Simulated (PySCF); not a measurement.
A structure optimised at r2SCAN-D4/def2-SVP, used in a PySCF frequency run:

```xyz
11

C     -0.5162    -1.5189     0.0000
C      0.6644    -0.5869     0.0000
N      0.7170     0.6845     0.0000
C     -0.4684     1.5020     0.0000
H     -1.4907    -1.0137     0.0000
H     -0.4655    -2.1802    -0.8816
H     -0.4655    -2.1802     0.8816
H      1.6434    -1.1031     0.0000
H     -1.4418     0.9744     0.0000
H     -0.4387     2.1673     0.8797
H     -0.4387     2.1673    -0.8797
```
Charge 0, spin multiplicity 1.

**Question.** Write its SMILES, formula and point group.

**Answer.** C/C=N\C, C3H7N, Cs

**Question.** What are its rotational constants (standard atomic weights)?

**Answer.** 17.340, 5.5588, 4.4407 GHz
